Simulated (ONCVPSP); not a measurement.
## Plane-wave convergence, ONCV potential for C

```json
{
  "Element": "C (Z = 6)",
  "Generator": "ONCVPSP 4.0.1",
  "Type": "optimised norm-conserving Vanderbilt (ONCV)",
  "Functional": "PBE",
  "Relativity": "scalar-relativistic",
  "Frozen core": "[He]",
  "Valence charge": "4",
  "Reference configuration": "2s2 2p2",
  "Partial waves": "2s: rc 1.35 bohr, ncon 3, nbas 7, qcut 4.8 1/bohr, 2 projectors, debl 1.8 Ha; 2p: rc 3.10 bohr, ncon 5, nbas 9, qcut 4 1/bohr, 2 projectors, debl 3.9 Ha; d scattering state at 0.31 Ha: rc 3.35 bohr, ncon 4, nbas 8, qcut 2.4 1/bohr, 2 projectors, debl 1.2 Ha",
  "Local potential": "polynomial inside 0.85 bohr (lpopt 5, dvloc0 6 Ha)",
  "Core correction": "Teter function, fcfact 5, rcfact 1.5"
}
```

**Question.** For each optimised wave give the share of its norm inside rc, the residual kinetic energy above qcut (Ha) and the cutoffs (Ha) for errors of 10, 1, 0.1 and 0.01 mHa per electron.

**Answer.**

```json
{"wave": "2s", "norm inside rc": "0.436", "residual KE": "1.2e-03", "10 mHa": "6.1", "1 mHa": "12.2", "0.1 mHa": "70.2", "0.01 mHa": "118.7"}
{"wave": "s projector 2", "norm inside rc": "0.083", "residual KE": "1.3e-03", "10 mHa": "5.6", "1 mHa": "12.1", "0.1 mHa": "28.0", "0.01 mHa": "74.4"}
{"wave": "2p", "norm inside rc": "0.897", "residual KE": "8.8e-05", "10 mHa": "5.1", "1 mHa": "6.6", "0.1 mHa": "7.9", "0.01 mHa": "24.2"}
{"wave": "p projector 2", "norm inside rc": "0.185", "residual KE": "2.2e-02", "10 mHa": "9.9", "1 mHa": "30.7", "0.1 mHa": "35.8", "0.01 mHa": "39.4"}
{"wave": "d projector 1", "norm inside rc": "0.393", "residual KE": "1.4e-03", "10 mHa": "1.4", "1 mHa": "3.1", "0.1 mHa": "12.4", "0.01 mHa": "20.4"}
{"wave": "d projector 2", "norm inside rc": "0.299", "residual KE": "7.1e-02", "10 mHa": "4.0", "1 mHa": "10.0", "0.1 mHa": "24.7", "0.01 mHa": "28.0"}
```

The occupied waves need 12 Ha and 70 Ha for 1 and 0.1 mHa. The cutoffs count occupied waves only; projector 2 of the p channel, the hardest unoccupied one, needs 31 Ha at the loose tolerance. Note: ghosts flagged at negative energy: d at -336.9 eV; no localised positive-energy state flagged. A true bound ghost makes a file unfit for plane-wave use. Its largest configuration-test error is +2748 meV.
